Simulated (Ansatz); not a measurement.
H6NPSi2 (`[SiH3]N1[SiH2]P1`) at its PBE0-D4/def2-TZVP geometry, where that method's forces vanish. Charge 0, multiplicity 1.

```xyz
10

Si    0.1834    0.9939    1.3041
N     0.2952   -0.0344   -0.0640
Si   -0.2081   -0.4227   -1.6498
P     0.8063   -1.7337   -0.2300
H     1.4358    0.9024    2.0995
H    -0.0218    2.3861    0.8262
H    -0.9536    0.6195    2.1912
H     0.5233    0.2122   -2.7681
H    -1.6628   -0.5329   -1.9071
H    -0.3976   -2.3905    0.1980
```

Task: What forces (eV/Å) does r2SCAN-D4/def2-TZVPP give on these atoms in Ansatz 0.2.0? (An estimate is asked.)

Result: Ansatz gave: 
```
Si1  0.004  0.030  0.058
N2  -0.023  0.186  0.022
Si3 -0.064  0.019 -0.133
P4   0.115 -0.190  0.036
H5  -0.030  0.005 -0.013
H6   0.003 -0.031  0.010
H7   0.023  0.011 -0.011
H8  -0.008 -0.006  0.017
H9   0.015  0.007  0.006
H10 -0.034 -0.031  0.006
```
